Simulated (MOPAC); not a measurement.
MOPAC input (AM1):

```
AM1 PRECISE GNORM=0.05 LET XYZ UHF MS=0.5 GEO-OK AUX(PRECISION=9) THREADS=1
HOSi

Si   -0.01469801 1   -0.50408292 1   -0.01115471 1
O    -0.14847962 1    1.01906834 1    0.01640263 1
H     1.39360918 1   -1.09538579 1    0.02494486 1
```

From the last part of the output:

```
                                                       MOPAC v23.2.5 Linux

          FINAL HEAT OF FORMATION =         -5.38690 KCAL/MOL =     -22.53878 KJ/MOL

          COSMO AREA              =         82.63 SQUARE ANGSTROMS
          COSMO VOLUME            =         68.76 CUBIC ANGSTROMS

          GRADIENT NORM           =          0.00566          =       0.00327 PER ATOM
          IONIZATION POTENTIAL    =          8.768031 EV
          ALPHA SOMO LUMO (EV)    =         -8.768 -0.778
          BETA  SOMO LUMO (EV)    =        -11.559 -0.514
          NO. OF ALPHA ELECTRONS  =          6
          NO. OF BETA  ELECTRONS  =          5
          MOLECULAR WEIGHT        =         45.0928         POINT GROUP:  Cs

          MOLECULAR DIMENSIONS (Angstroms)

            Atom       Atom       Distance
            H     3    O     2     2.73672
           Si     1    H     3     0.64536
           Si     1    O     2     0.00000

          SCF CALCULATIONS        =         11

   ATOM   CHEMICAL          X               Y               Z
  NUMBER   SYMBOL      (ANGSTROMS)     (ANGSTROMS)     (ANGSTROMS)

     1      Si          0.04060045  *  -0.50659606  *  -0.00929988  *
     2       O         -0.19242705  *   1.06074129  *   0.01576660  *
     3       H          1.27679777  *  -1.24815365  *   0.01768776  *

                             CARTESIAN COORDINATES

   1   Si        0.040600447    -0.506596057    -0.009299884
   2    O       -0.192427054     1.060741288     0.015766599
   3    H        1.276797769    -1.248153651     0.017687756

           Empirical Formula: H O Si  =     3 atoms

      MOLECULAR POINT GROUP   :   Cs

          ALPHA EIGENVALUES
 -33.70559 -15.43549 -13.95185 -12.38542 -12.12396  -8.76803  -0.77784   1.39597
   2.61596

           BETA EIGENVALUES
 -33.62530 -14.98993 -13.23800 -12.51188 -11.55920  -0.51397  -0.47482   1.83996
   3.06878

              NET ATOMIC CHARGES AND DIPOLE CONTRIBUTIONS

  ATOM NO.   TYPE          CHARGE      No. of ELECS.   s-Pop       p-Pop
    1         Si           0.836161        3.1638     1.04649     2.11735
    2          O          -0.593627        6.5936     1.92577     4.66786
    3          H          -0.242534        1.2425     1.24253
 DIPOLE           X         Y         Z       TOTAL
 POINT-CHG.    -0.776    -3.605    -0.103     3.689
 HYBRID         0.940     0.766     0.049     1.213
 SUM            0.164    -2.839    -0.054     2.844

          ATOMIC ORBITAL ELECTRON POPULATIONS

     Atom    s        px        py        pz
    1 Si   1.04649   0.83234   0.74075   0.54426
    2  O   1.92577   1.79116   1.41993   1.45676
    3  H   1.24253

                    (SZ)    =    0.500000
                    (S**2)  =    0.768460

          ATOMIC ORBITAL SPIN POPULATIONS

    Atom   Total    s     px     py     pz
         Atomic
    1 Si  0.9433  0.301  0.310  0.221  0.112
    2  O  0.0282  0.002  0.120  0.017 -0.111
    3  H  0.0285  0.028

 **********************
 *                    *
 * JOB ENDED NORMALLY *
 *                    *
 **********************

 == MOPAC DONE ==
```

The geometry given is a B3LYP-D3(BJ)/def2-TZVP minimum.
